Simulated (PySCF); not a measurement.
Removing the step error of a finite difference

System: boron oxyfluoride (BFO), singlet, at a GFN2-xTB geometry, atoms displaced at random by about 0.08 Å a coordinate. Level: HF/def2-SVP, gradient (PySCF). Sums are taken with unrounded values, so a last digit can differ.

Central differences of the energy along z of atom 2 gave a gradient component of 0.248168 Eh/bohr at step 0.05 and 0.272730 Eh/bohr at step 0.2 (atomic units).

Problem. Extrapolate to zero step.

Solution. The leading error of a symmetric difference goes as h², so A(h) = A0 + c h². Then c = (0.272730 - (0.248168))/(0.2² - 0.05²) = 0.655 (atomic units) and A0 = 0.248168 - c × 0.05² = 0.246531 Eh/bohr. The analytic value from the same program and level is 0.246553 Eh/bohr: the smaller step missed it by 0.001615, the extrapolation by -0.000022.
